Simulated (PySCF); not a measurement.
Job file and geometry (Å, from GFN2-xTB) of an NMR shielding run on `InChI=1S/C4H11F2NSi/c5-4(6)2-1-3-7-8/h4,7H,1-3H2,8H3`, GIAO PBE0/pcSseg-1 NMR shielding, non-relativistic, gas phase (PySCF); density fitting, a coarse starting grid and PySCF grid level 2 are the driver's defaults:

```
$ OMP_NUM_THREADS=1 python probes_run.py task.json out

{"job": {"kind": "nmr", "xc": "PBE0", "basis": "pcSseg-1"}, "charge": 0, "multiplicity": 1}
F     -2.570399     1.892578     0.494576
C     -1.851350     1.009020    -0.244356
F     -2.625673     0.708555    -1.319130
C     -1.538087    -0.230804     0.573379
C     -0.796974    -1.296766    -0.233244
C      0.613702    -0.856017    -0.645430
N      1.377359    -0.404355     0.490444
Si     2.463047     0.926172     0.479454
H     -0.960129     1.537052    -0.611880
H     -2.482772    -0.635112     0.942543
H     -0.929555     0.082391     1.422714
H     -0.722255    -2.195733     0.382313
H     -1.367587    -1.547207    -1.128800
H      0.554935    -0.034461    -1.360701
H      1.107127    -1.696417    -1.154959
H      1.529352    -1.148316     1.154533
H      2.748359     1.161352     1.891644
H      1.728000     2.024718    -0.151954
H      3.713097     0.712600    -0.266035
```

Q: Write the output of this run.

A: 
```
coarse grid: 16024 points
cycle   1  E = -702.2125831486  dE =  7.801e-01  |g| = 7.408e-01  |ddm| = 3.704e+00
cycle   2  E = -702.1366935026  dE =  7.589e-02  |g| = 1.024e+00  |ddm| = 1.107e+00
cycle   3  E = -702.3105386464  dE = -1.738e-01  |g| = 6.187e-02  |ddm| = 6.756e-01
cycle   4  E = -702.3111280895  dE = -5.894e-04  |g| = 3.207e-02  |ddm| = 7.292e-02
cycle   5  E = -702.3113620412  dE = -2.340e-04  |g| = 5.740e-03  |ddm| = 3.005e-02
cycle   6  E = -702.3113684860  dE = -6.445e-06  |g| = 1.611e-03  |ddm| = 5.207e-03
final grid: 150056 points
cycle   7  E = -702.3697878568  dE = -5.410e-05  |g| = 8.043e-03  |ddm| = 2.953e-02
cycle   8  E = -702.3697783187  dE =  9.538e-06  |g| = 1.068e-02  |ddm| = 1.503e-02
cycle   9  E = -702.3698028298  dE = -2.451e-05  |g| = 9.107e-04  |ddm| = 8.495e-03
cycle  10  E = -702.3698029644  dE = -1.345e-07  |g| = 2.906e-04  |ddm| = 9.055e-04
cycle  11  E = -702.3698029790  dE = -1.469e-08  |g| = 7.098e-05  |ddm| = 2.426e-04
cycle  12  E = -702.3698029801  dE = -1.027e-09  |g| = 2.098e-05  |ddm| = 7.738e-05
cycle  13  E = -702.3698029801  dE = -7.844e-11  |g| = 5.286e-06  |ddm| = 1.908e-05
converged SCF energy = -702.3698029801

GIAO shielding tensors (ppm)
atom      isotropic    diamagn.    paramagn.     s11        s22        s33       span
  0 F      311.363     469.645    -158.282    199.727    337.770    396.591    196.863
  1 C       65.065     246.032    -180.967     41.186     68.035     85.974     44.788
  2 F      318.077     471.866    -153.790    224.872    340.099    389.259    164.388
  3 C      155.288     250.518     -95.229    138.704    148.899    178.263     39.558
  4 C      156.760     249.051     -92.292    147.358    152.740    170.181     22.823
  5 C      142.671     245.295    -102.624    119.487    138.977    169.549     50.063
  6 N      247.631     323.460     -75.829    210.229    233.028    299.637     89.408
  7 Si     403.505     879.864    -476.359    356.781    378.229    475.503    118.722
  8 H       25.485      30.867      -5.382     22.474     25.898     28.084      5.610
  9 H       30.005      29.196       0.808     25.544     28.930     35.540      9.996
 10 H       29.016      32.050      -3.034     24.482     30.116     32.450      7.968
 11 H       30.338      31.410      -1.072     25.426     28.881     36.708     11.282
 12 H       29.933      30.964      -1.031     25.446     28.819     35.534     10.088
 13 H       29.206      32.337      -3.131     24.960     29.680     32.978      8.018
 14 H       28.377      29.834      -1.458     22.155     27.931     35.044     12.889
 15 H       32.571      33.656      -1.085     23.418     31.181     43.114     19.697
 16 H       26.968      29.089      -2.122     23.344     25.209     32.350      9.006
 17 H       27.203      30.135      -2.932     22.935     27.404     31.270      8.334
 18 H       26.875      28.301      -1.425     22.912     24.604     33.110     10.198
```

Q: Turn these shieldings into chemical shifts. δ = σ(ref) − σ, references computed at the same level: ¹⁹F (170.95 ppm) vs CFCl3; ¹³C (186.93 ppm), ²⁹Si (349.16 ppm), ¹H (31.72 ppm) against TMS; ¹⁵N (267.73 ppm) vs NH3.

A: Averaging equivalent atoms: F 0/2: -143.8; C 1: 121.9; C 5: 44.3; C 3: 31.6; C 4: 30.2; N 6: 20.1; Si 7: -54.3; H 8: 6.23; H 16/17/18: 4.70; H 13/14: 2.93; H 9/10: 2.21; H 11/12: 1.58; H 15: -0.85 ppm. Unscaled 19F shifts against computed CFCl3 carry errors that often reach 10 to 50 ppm. Experimental scales use liquid or dissolved standards, which lie at an offset from isolated NH3 (liquid NH3: subtract about 20 ppm).

Size and cost of the density-fitted run: 198 basis functions, 110 s wall time (96 s CPU) on 1 thread of an Intel Xeon, shared host; peak memory 0.81 GiB.
